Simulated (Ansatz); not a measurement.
Computed with Ansatz on PBE0-D4/def2-TZVP structures; ΔE is electronic, products minus reactants. CBS: MP2 limit from def2 TZ/QZ plus the TZ coupled-cluster correction, frozen cores. This one scheme is used for every species. DFT in def2-TZVPP. For Se outer-core shells are correlated without core-valence functions, which leaves a few kJ/mol of doubt a bond. Scalar relativity is left out up to krypton. Each species was taken in one conformer, which may not be the lowest.

Reaction (ligand exchange at the Se–Si bond): `[SiH3][SiH2][SeH]` + PH₃ → `P[SeH]` + disilane

| species | LDA (SPW92) energy (Eh) |
| --- | --- |
| `[SiH3][SiH2][SeH]` | -2978.38018 |
| PH₃ | -341.84944 |
| `P[SeH]` | -2740.01333 |
| `[SiH3][SiH3]` | -580.19964 |

Work out ΔE.

ΔE = (-2740.01333) + (-580.19964) − (-2978.38018) − (-341.84944) = 0.01665 Eh = +10.4 kcal/mol. CCSD(T)/CBS gives +11.3 kcal/mol.

Largest T1 diagnostic among the species: 0.013.

In def2-TZVPP, CCSD(T) changes the Hartree–Fock value by +1.0 kcal/mol (the triples alone add +0.0 kcal/mol) and MP2 by +1.4 kcal/mol. Leaving LDA and LC-ωPBE aside and taking each functional with its dispersion term where it has one, the values, not all of them listed here, spread over 1.7 kcal/mol, from BLYP-D4 to PBE-QIDH. LDA lies +0.9 kcal/mol from PBE without D4.
